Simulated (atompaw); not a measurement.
## How hard is this lithium PAW (atompaw) potential?

```
Element                 : lithium (Li)
Generator               : atompaw 4.2.0.5
Type                    : PAW
Functional              : PBE
Relativity              : scalar-relativistic
Frozen core             : none
Valence charge          : 3
Reference configuration : 1s2 2s1 2p0
Partial waves           : 1s (bound): rc 0.65 bohr; 2s (bound): rc 1.25 bohr; 2p (bound, empty): rc 3.00 bohr; 2p channel at 0.25 Ry: rc 3.00 bohr; 3d channel at 0.1 Ry: rc 3.00 bohr
Local potential         : bessel scheme, radius 2.75 bohr
Core correction         : none
Augmentation charge     : sinc compensation charge, radius 2.35 bohr; PAW radius 3.00 bohr; waves and projectors: custom rrkj vanderbiltortho
```

The pseudo-atom Hamiltonian at the reference potential is diagonalised in spherical Bessel functions j_l(qr) that vanish at 20 bohr, with q² up to the cutoff. All-electron valence levels (Ry): 1s -3.8112, 2s -0.2112, 2p -0.0801.

**Question.** How do the lowest levels (Ry) of each channel move with the cutoff, and are there ghosts?

**Answer.**

```json
{"cutoff (Ry)": "8", "s #1": "-2.9296", "s #2": "-0.1391", "p #1": "-0.0800", "d #1": "0.0439", "d #2": "0.1355", "f #1": "0.0982", "f #2": "0.2207", "Σ f·Δε (mRy)": "1835.4"}
{"cutoff (Ry)": "15", "s #1": "-3.1379", "s #2": "-0.1488", "p #1": "-0.0801", "d #1": "0.0439", "d #2": "0.1355", "f #1": "0.0982", "f #2": "0.2207", "Σ f·Δε (mRy)": "1409.1"}
{"cutoff (Ry)": "25", "s #1": "-3.2730", "s #2": "-0.1633", "p #1": "-0.0801", "d #1": "0.0439", "d #2": "0.1355", "f #1": "0.0982", "f #2": "0.2207", "Σ f·Δε (mRy)": "1124.3"}
{"cutoff (Ry)": "40", "s #1": "-3.5342", "s #2": "-0.1976", "p #1": "-0.0801", "d #1": "0.0439", "d #2": "0.1355", "f #1": "0.0982", "f #2": "0.2207", "Σ f·Δε (mRy)": "567.8"}
{"cutoff (Ry)": "60", "s #1": "-3.7355", "s #2": "-0.2108", "p #1": "-0.0801", "d #1": "0.0439", "d #2": "0.1355", "f #1": "0.0982", "f #2": "0.2207", "Σ f·Δε (mRy)": "151.9"}
{"cutoff (Ry)": "90", "s #1": "-3.8020", "s #2": "-0.2112", "p #1": "-0.0801", "d #1": "0.0439", "d #2": "0.1355", "f #1": "0.0982", "f #2": "0.2207", "Σ f·Δε (mRy)": "18.4"}
{"cutoff (Ry)": "120", "s #1": "-3.8104", "s #2": "-0.2112", "p #1": "-0.0801", "d #1": "0.0439", "d #2": "0.1355", "f #1": "0.0982", "f #2": "0.2207", "Σ f·Δε (mRy)": "1.8"}
{"cutoff (Ry)": "180", "s #1": "-3.8110", "s #2": "-0.2112", "p #1": "-0.0801", "d #1": "0.0439", "d #2": "0.1355", "f #1": "0.0982", "f #2": "0.2207", "Σ f·Δε (mRy)": "0.5"}
{"cutoff (Ry)": "400", "s #1": "-3.8112", "s #2": "-0.2112", "p #1": "-0.0801", "d #1": "0.0439", "d #2": "0.1355", "f #1": "0.0982", "f #2": "0.2207", "Σ f·Δε (mRy)": "0.0"}
```

Result: no extra level below or beside the all-electron valence levels (s, p, d, f tested); 10 mRy is reached at 100 Ry and 1 mRy at 140 Ry.
